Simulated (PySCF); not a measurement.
Cd(Et) (C2H5Cd), SMILES C[CH2][Cd+], charge +1.

Geometry: B3LYP-D3(BJ)/def2-TZVP. The multiplicity is an assumed one; other spin states were not compared. The isomer is the one that the SMILES or the coordinates give; other isomers of the formula were not compared. The def2 effective core potentials stand for the cores of Cd; spin–orbit coupling is left out.

Calculation: B3LYP-D3(BJ)/def2-TZVP run with PySCF.

Frequencies are harmonic and unscaled.

```json
[
 {"mode": "1", "ν (cm⁻¹)": "177", "IR (km/mol)": "16.2", "moving atoms (share of kinetic energy)": "C 64 %, Cd 19 %, H 17 %"},
 {"mode": "2", "ν (cm⁻¹)": "251", "IR (km/mol)": "1.9", "moving atoms (share of kinetic energy)": "H 93 %"},
 {"mode": "3", "ν (cm⁻¹)": "315", "IR (km/mol)": "36.0", "moving atoms (share of kinetic energy)": "C 71 %, H 25 %"},
 {"mode": "4", "ν (cm⁻¹)": "703", "IR (km/mol)": "12.4", "moving atoms (share of kinetic energy)": "H 89 %, C 11 %"},
 {"mode": "5", "ν (cm⁻¹)": "895", "IR (km/mol)": "0.3", "moving atoms (share of kinetic energy)": "H 96 %"},
 {"mode": "6", "ν (cm⁻¹)": "905", "IR (km/mol)": "90.6", "moving atoms (share of kinetic energy)": "H 76 %, C 24 %"},
 {"mode": "7", "ν (cm⁻¹)": "1040", "IR (km/mol)": "138.8", "moving atoms (share of kinetic energy)": "C 65 %, H 35 %"},
 {"mode": "8", "ν (cm⁻¹)": "1136", "IR (km/mol)": "225.2", "moving atoms (share of kinetic energy)": "H 72 %, C 28 %"},
 {"mode": "9", "ν (cm⁻¹)": "1233", "IR (km/mol)": "1.5", "moving atoms (share of kinetic energy)": "H 70 %, C 30 %"},
 {"mode": "10", "ν (cm⁻¹)": "1389", "IR (km/mol)": "11.6", "moving atoms (share of kinetic energy)": "H 86 %, C 14 %"},
 {"mode": "11", "ν (cm⁻¹)": "1438", "IR (km/mol)": "22.6", "moving atoms (share of kinetic energy)": "H 97 %"},
 {"mode": "12", "ν (cm⁻¹)": "1470", "IR (km/mol)": "5.7", "moving atoms (share of kinetic energy)": "H 89 %, C 11 %"},
 {"mode": "13", "ν (cm⁻¹)": "1496", "IR (km/mol)": "3.8", "moving atoms (share of kinetic energy)": "H 90 %, C 10 %"},
 {"mode": "14", "ν (cm⁻¹)": "2956", "IR (km/mol)": "73.0", "moving atoms (share of kinetic energy)": "H 94 %"},
 {"mode": "15", "ν (cm⁻¹)": "3093", "IR (km/mol)": "0.9", "moving atoms (share of kinetic energy)": "H 94 %"},
 {"mode": "16", "ν (cm⁻¹)": "3110", "IR (km/mol)": "18.5", "moving atoms (share of kinetic energy)": "H 95 %"},
 {"mode": "17", "ν (cm⁻¹)": "3146", "IR (km/mol)": "1.1", "moving atoms (share of kinetic energy)": "H 90 %, C 10 %"},
 {"mode": "18", "ν (cm⁻¹)": "3195", "IR (km/mol)": "9.1", "moving atoms (share of kinetic energy)": "H 90 %, C 10 %"}
]
```
